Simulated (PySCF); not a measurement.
# One molecule, several mistakes: Al2CFH5

These are calculations, not measurements. The program is PySCF 2.14.0, an open-source quantum chemistry code, run on an isolated molecule that a program drew, which may never have been made. The molecule is Al2CFH5 (charge 0, singlet), drawn as the SMILES string `[F][AlH][CH2][AlH2]`.

Each row is a Hartree-Fock (HF) and frozen-core CCSD(T) single point in the cc-pV(D+d)Z basis, meant for a local HF minimum. Run 1 is clean. Each other run has one planted mistake out of seven kinds, and not every kind appears here: one electron removed, one electron added, multiplicity raised by two, geometry at a saddle point, minimal basis STO-3G, one bond length entered in bohr, all coordinates scaled. The reference is restricted for singlets and unrestricted otherwise, and also for a bond in bohr. Adding or removing an electron swaps singlet and doublet. Electrons count all cores. HOMO and LUMO are orbital energies over both spins, the gradient is its largest component, and the lowest frequency (negative if imaginary) is given only where the gradient is small. Bond lengths are over the 8 bonds as drawn. T1 is the CCSD diagnostic: over 0.02 (restricted) or 0.045 (unrestricted) a single reference is doubtful.

Geometry of the clean run:
```xyz
9
Al2CFH5, angstrom
F    -1.4233    2.6428   -1.6123
Al   -0.0517    2.9330   -0.7113
C     0.7599    1.3336    0.0292
Al   -0.2245   -0.2877   -0.4498
H     0.3916    4.4337   -0.5847
H     1.7973    1.2917   -0.3338
H     0.8082    1.4629    1.1203
H    -1.3895   -0.8083    0.4864
H     0.1478   -1.0748   -1.7714
```

| run | electrons | basis functions | <S^2> | HOMO (eV) | LUMO (eV) | gradient (hartree/bohr) | lowest frequency (cm^-1) | mean bond (Å) | longest bond (Å) | T1 | HF (hartree) | CCSD(T) (hartree) | mistake |
|---|---|---|---|---|---|---|---|---|---|---|---|---|---|
| 1 | 46 | 99 | 0.000 | -10.67 | 1.64 | 4.8e-06 | 20 | 1.5623 | 1.956 | 0.0127 | -624.13549 | -624.65105 | no fault |
| 2 | 46 | 99 | 0.914 | -7.78 | 0.79 | 3.7e-02 | - | 1.7798 | 3.697 | 0.0298 | -624.02499 | -624.51416 | one bond length entered in bohr |
| 3 | 46 | 33 | 0.000 | -7.53 | 9.10 | 4.1e-02 | - | 1.5623 | 1.956 | 0.0132 | -616.42352 | -616.59716 | minimal basis STO-3G |
| 4 | 47 | 99 | 0.764 | 0.73 | 5.33 | 3.2e-02 | - | 1.5623 | 1.956 | 0.0153 | -624.09146 | -624.62410 | ? |
| 5 | 46 | 99 | 2.018 | -4.58 | -2.30 | 8.1e-02 | - | 1.5623 | 1.956 | 0.0306 | -623.94663 | -624.45420 | ? |

**Which mistake was planted in run 4, and what did it cost?**

It counts 47 electrons, one more than the clean run, at the same geometry and basis. So the mistake is: one electron added. Subtracting run 1 and multiplying by 627.51 kcal/mol a hartree, the energy moved by 27.6 kcal/mol in HF and 16.9 kcal/mol in CCSD(T).

**Which mistake was planted in run 5, and what did it cost?**

Electrons, basis and geometry are unchanged, and <S^2> is 2.018, beside S(S+1) = 2.00 for a multiplicity of 3. So the mistake is: multiplicity raised by two. Subtracting run 1 and multiplying by 627.51 kcal/mol a hartree, the energy moved by 118.5 kcal/mol in HF and 123.5 kcal/mol in CCSD(T).

Cautions from the logs. Run 4: the HOMO is above zero, so the electron isn't bound and the energy depends on the basis.
